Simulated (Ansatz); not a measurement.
A structure relaxed at PBE-D4/def2-SVP in Ansatz, charge -1, singlet:

```xyz
53

Ge   -2.4033   -2.3829   -3.0122
Ge   -0.2752    0.9643   -3.8343
Ge   -2.5015    2.9240   -1.3404
Ge    1.6055   -2.7852   -2.3810
Ge   -0.6613   -0.2986   -0.0416
Ge    0.8575   -3.7743    1.2620
Ge    3.3098   -0.7448    0.6776
Ge    1.5181    3.0939   -0.8512
Ge   -0.7698    5.2280    1.5952
Ge    1.0111    1.8289    2.9412
Ge    2.6233   -1.7136    4.3733
Ge   -0.4525   -3.8526   -3.1669
Ge   -2.1482   -0.4627   -4.5057
Ge   -2.6313   -1.5988   -0.7040
Ge   -0.3940    1.6713   -1.4873
Ge   -2.8072    4.1197    0.7777
Ge    1.2682   -1.8131   -0.1562
Ge   -0.8801    0.3983    2.3017
Ge    0.9634   -3.3781    3.6785
Ge    2.8801    0.2258    2.8880
Al    1.3555    3.8884    1.5289
H    -3.6573   -3.2136   -3.4493
H    -0.2962    2.2240   -4.7583
H     1.0442    0.2014   -4.1618
H    -3.7028    1.9651   -1.6306
H    -2.4965    3.9588   -2.5133
H     2.0686   -1.7233   -3.4199
H     2.7269   -3.8709   -2.3054
H    -0.5229   -4.4143    0.9142
H     1.9333   -4.8544    0.9164
H     3.8054    0.3149   -0.3481
H     4.4168   -1.8458    0.7732
H     1.4196    4.2141   -1.9499
H     2.7566    2.2491   -1.3126
H    -0.7306    6.5261    0.7110
H    -1.2215    5.7722    2.9984
H     0.8133    2.0176    4.4911
H     3.9831   -2.4766    4.5024
H     2.2486   -1.2639    5.8217
H    -0.2828   -4.3646   -4.6334
H    -0.7000   -5.1163   -2.2852
H    -1.9935   -0.9760   -5.9745
H    -3.4715    0.3618   -4.4634
H    -3.9212   -0.7300   -0.5906
H    -2.8259   -2.8299    0.2355
H    -3.9886    5.1249    0.5515
H    -3.3443    3.0775    1.8072
H    -1.0105   -0.9026    3.1604
H    -2.2479    1.1367    2.4338
H    -0.4462   -2.9671    4.1929
H     1.3017   -4.7422    4.3668
H     4.2212    0.8971    3.3448
H     2.6533    4.7120    2.0318
```

Give its formula.

AlGe20H32⁻, a doped nanocrystal cut from the lattice of germanium (Al on a surface site).

Summarise the bond lengths by kind (pairs closer than 1.2 times the sum of covalent radii, bridged metal pairs left out).

23 × Ge–Ge 2.45 to 2.47 Å; 3 × Al–Ge 2.51 to 2.52 Å; 31 × Ge–H 1.56 to 1.57 Å; 1 × Al–H 1.62 Å.

Single mean-field runs in def2-SVP are fitted with def2-universal-jkfit.
